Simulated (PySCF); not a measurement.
Ga(Me)2(Cl) cation (C2H6ClGa), SMILES [CH3][Ga]([CH3])[Cl] (connectivity only; charge and spin as stated), charge +1, multiplicity 2.

Coordinates come from a TPSSh-D3(BJ)/def2-SVP optimisation. The spin state was assumed, not searched. The isomer is the one that the SMILES or the coordinates give; other isomers of the formula were not compared.

These are PySCF with PBE/def2-TZVP values and carry that method's errors.

The molecule is in vacuum.

Q: Estimate the frontier levels, dipole moment and polarisability. (Estimate from the structure and the level; the computed values follow.)

A: 
```json
{
 "α spin, highest occupied and lowest empty level": "-12.31 and -7.19 eV",
 "β spin, highest occupied and lowest empty level": "-13.06 and -11.25 eV",
 "dipole_moment_about_the_centre_of_nuclear_charge": "3.98 D",
 "mean_static_polarisability": "71.6 bohr³ (10.61 Å³)",
 "polarisability_principal_values": "44.6, 78.1, 92.1 bohr³",
 "⟨S²⟩": "0.754 (pure state 0.75)"
}
```
